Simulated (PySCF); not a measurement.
C4H8OSe.
SMILES with atom numbers: `[CH2:1]=[C:2]([O:3][CH3:4])[Se:5][CH3:6]` (hydrogens: H7, H8 on C1; H9, H10, H11 on C4; H12, H13, H14 on C6)

Cartesian coordinates in Å at the PBE0-D3(BJ)/def2-SVP level; atoms count from 1:
```
atom  x, y, z in Å
C1    -0.521    1.612   -1.233
C2     0.209    1.023   -0.273
O3    -0.230    0.157    0.655
C4    -1.573   -0.250    0.586
Se5    2.056    1.435   -0.046
C6     2.664   -0.351    0.416
H7    -1.602    1.485   -1.303
H8    -0.031    2.256   -1.963
H9    -1.715   -1.002    1.372
H10   -2.258    0.596    0.765
H11   -1.806   -0.695   -0.397
H12    2.114   -0.711    1.294
H13    2.531   -1.037   -0.430
H14    3.732   -0.264    0.655
```

Linear response at CAM-B3LYP/def2-SVPD (PySCF, frozen core in the response, non-relativistic). Relativistic effects, spin–orbit coupling among them, are left out although an element past zinc is present.

Static isotropic polarisability: 84.03 au (12.45 Å³), principal values 65.1, 84.9, 102.1 au.

What is the polarisability at 1064 nm and at the sodium D line?

84.95 au at 1064 nm (+1.1 %), 87.17 au at 589.3 nm (+3.7 %). The rise at 589.3 nm is 3.42 times that at 1064 nm; a pure ω² law gives 3.26. The lowest singlet lies at 263 nm, shorter than both wavelengths.

What is the isotropic C6 coefficient between two such molecules, C6 = (3/π)∫α(iω)² dω?

2660 au (Eh·bohr⁶) by a ten-point quadrature over imaginary frequencies, which is 1590 eV·Å⁶ or 153 J·nm⁶/mol.

Which effective excitation energy ω̄ makes London's formula C6 = (3/4)α²ω̄ exact here?

ω̄ = 4·C6/(3α²) = 0.502 Eh = 13.7 eV. A one-pole form α(ω) = α/(1 − ω²/ω̄²) fitted to the 1064 nm value gives 11.2 eV.

What n − 1 at the D line would an ideal gas of it have at 273.15 K and 1 atm (2.6868 × 10¹⁹ cm⁻³), by n − 1 = 2π·N·α′?

21.81 × 10⁻⁴, a formal value whether or not that pressure can be reached.

How many electrons N does the Slater–Kirkwood formula C6 = (3/4)·√N·α^(3/2) need to give this C6?

N = (4·C6/3)²/α³ = 21.2; the species has 74 electrons in all.

How anisotropic is the static polarisability, by Δα² = ½[(α1 − α2)² + (α2 − α3)² + (α3 − α1)²]?

Δα = 32.1 au, or 0.38 of the isotropic value.

The lowest 6 singlets have (eV, f): 4.72, 0.012; 5.73, 0.046; 5.81, 0.082; 6.05, 0.006; 6.48, 0.031; 6.52, 0.074. What share of the static polarisability do they carry in the sum over states α = Σ f/ω²?

5.18 au, 6.2 % of α; the largest term, 1.80 au, is that of the state at 5.81 eV. Their oscillator strengths add up to 0.25. Higher states carry the rest.

What three-body coefficient follows from the one-pole estimate C9 = (3/4)·α·C6?

168000 au. This is an estimate from the two numbers above, not a computed integral.

What molar refraction at the D line follows from R = (4π/3)·N_A·α′, with α′ the polarisability volume?

α′ = 12.92 Å³ gives R = 32.59 cm³/mol, for isolated, non-vibrating species.

Time: 53 s wall (with the writing of density and orbital grids). Hardware: Arm Neoverse V1, one thread, shared host. This is the whole response run at CAM-B3LYP/def2-SVPD, SCF included.

One conformer stands for the species.
